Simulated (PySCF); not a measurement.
Match the calculated data to a structure.

All candidates are C7H4F3N.

| technique | computed result |
| --- | --- |
| 13C NMR | chemical shifts (computed TMS as zero) by class: 168.6 (1 C), 136.4 (1 C), 118.8 (1 C), 91.9 (1 C), 72.6 (1 C), 24.4 (1 C), 4.3 (1 C) ppm [GIAO PBE0/pcSseg-1] |
| Rotational structure | rotational constants A, B, C: 1.265, 0.786, 0.642 GHz [GFN2-xTB] |
| NMR, other nuclei | isotropic shieldings of nuclei other than C and H, by class: -33 (1 N), 265 (1 F), 277 (1 F), 349 (1 F) ppm [GIAO PBE0/pcSseg-1] |
| Dipole | 4.05 D [PBE0/pcSseg-1] |
| 1H NMR | chemical shifts (computed TMS as zero) by class: 4.16 (1 H), 2.12 (3 H) ppm [GIAO PBE0/pcSseg-1] |

The electronic properties come from PySCF, for the isolated species, density fitting. Levels stand in brackets. Geometry: GFN2-xTB, one conformer, isolated molecule. NMR values are class means; diastereotopic atoms form classes of their own.

Question: Which candidate is it?
A. `CC#C[C@H](C#N)C(F)=C(F)F`
B. `FC(F)=C(F)c1ccccn1`
C. `C/C(C#CC#N)=C\C(F)(F)F`

Answer: A. It is `CC#C[C@H](C#N)C(F)=C(F)F`. Numbering: `[CH3:1][C:2]#[C:3][C@H:4]([C:5]#[N:6])[C:7]([F:8])=[C:9]([F:10])[F:11]`. Its formula, C7H4F3N, gives 5 degrees of unsaturation: 0 rings and 5 π bonds in the structure found. 7 carbons fall into 7 classes; from least to most shielded: =CF2 carbon [C9] (168.6 ppm), vinylic C–F carbon [C7] (136.4 ppm), nitrile carbon [C5] (118.8 ppm), alkyne carbon [C2] (91.9 ppm), alkyne carbon [C3] (72.6 ppm), sp3 carbon next to a nitrile [C4] (24.4 ppm), propargylic carbon [C1] (4.3 ppm). Hydrogen classes from least to most shielded: 1 H on an sp3 carbon next to a nitrile, C4 (4.16 ppm), 3 H on a propargylic carbon, C1 (2.12 ppm). The other shieldings belong to: -33 ppm, nitrile nitrogen [N6]; 265 ppm, vinyl fluorine [F10]; 277 ppm, vinyl fluorine [F11]; 349 ppm, vinyl fluorine [F8]. The optimised geometry has point group C1 and is an asymmetric top.

The others, at the same levels:
- `C/C(C#CC#N)=C\C(F)(F)F` fails: its computed 13C shifts are 142.8 (1 C), 138.3 (1 C), 132.1 (1 C), 110.7 (1 C), 83.9 (1 C), 79.4 (1 C), 22.0 (1 C) ppm, 1H shifts are 6.56 (1 H), 2.32 (3 H) ppm and rotational constant A is 2.992 GHz (against 1.265 GHz).
- `FC(F)=C(F)c1ccccn1` fails: its computed 13C shifts are 170.1 (1 C), 155.4 (1 C), 155.2 (1 C), 142.6 (1 C), 138.4 (1 C), 126.8 (1 C), 123.3 (1 C) ppm, 1H shifts are 8.98 (1 H), 8.07 (1 H), 7.68 (1 H), 7.31 (1 H) ppm and rotational constant A is 2.453 GHz (against 1.265 GHz).

Each candidate is one conformer, not necessarily the lowest. The conformers computed, where there is a choice (atom-mapped SMILES and torsion angles):
- `[CH3:1][C:2]#[C:3][C@H:4]([C:5]#[N:6])[C:7]([F:8])=[C:9]([F:10])[F:11]`: C3–C4–C7–F8 -131°
- `[CH3:1]/[C:2]([C:3]#[C:4][C:5]#[N:6])=[CH:7]\[C:8]([F:9])([F:10])[F:11]`: C2–C7–C8–F9 -177°
- `[F:1][C:2]([F:3])=[C:4]([F:5])[c:6]1[cH:7][cH:8][cH:9][cH:10][n:11]1`: C2–C4–C6–C7 180°
